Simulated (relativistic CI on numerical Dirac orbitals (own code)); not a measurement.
## Hyperfine structure of Zr33+, mass number 91

Method of calculation: Dirac-Coulomb-Breit CI, orbitals from a KLI potential per configuration, QED by a radiative potential, unscaled Slater integrals (own radial code, finite nucleus).

CI space (outside the closed core 1s2): 2s2 2p3, 2s 2p4, 2p5, 2p4 3s, 2p4 3p, 2p4 3d, 2s2 2p2 3s, 2s2 2p2 3p, 2s2 2p2 3d, 2s 2p3 3s, 2s 2p3 3p, 2s 2p3 3d, 2s2 2p2 4s, 2s2 2p2 4p, 2s2 2p2 4d, 2s2 2p2 4f. Levels of other configurations are missing.

Nuclear spin I = 5/2, μ = -1.3022 μN, Q = -0.176 b (tables of Stone and Pyykkö). The electronic factors are computed for point nuclear moments, without core polarisation or the Bohr-Weisskopf and QED corrections.

```tsv
Level	E (eV)	A (GHz)	B (GHz)
2s2 2p3 2D°_5/2	93.362	-116.7	0.128
2s2 2p3 2P°_1/2	112.759	-342.6	
2s2 2p3 2P°_3/2	190.938	-63.57	41.7
2s 2p4 4P_5/2	222.897	-264	-21.4
2s 2p4 4P_1/2	265.387	-936.2	
2s 2p4 4P_3/2	265.723	45.07	22.6
2s 2p4 2D_5/2	342.868	-324.1	58.9
2s 2p4 2P_1/2	365.067	82.38
```

Levels with J = 0, under 50 % of one LS term, or S terms without an open s electron are left out. Small factors come from cancelling terms and can be off by tens of per cent or more.

At this charge energies of transitions that change n are usually good to better than 1 %, and those within a shell (Δn = 0) to a few per cent.

Task: Give the hyperfine levels of 2s2 2p3 2D°_5/2 relative to its centre of gravity.

Result: With K = F(F + 1) − I(I + 1) − J(J + 1), E = AK/2 + B[¾K(K + 1) − I(I + 1)J(J + 1)]/[2I(2I − 1)J(2J − 1)]: F = 0: 1021, F = 1: 904.4, F = 2: 670.9, F = 3: 320.8, F = 4: -145.9, F = 5: -729.2 GHz.

LS names give the leading component of a level, which can be under half, so a name can repeat, a term be missing and a line seem to break the LS rules.
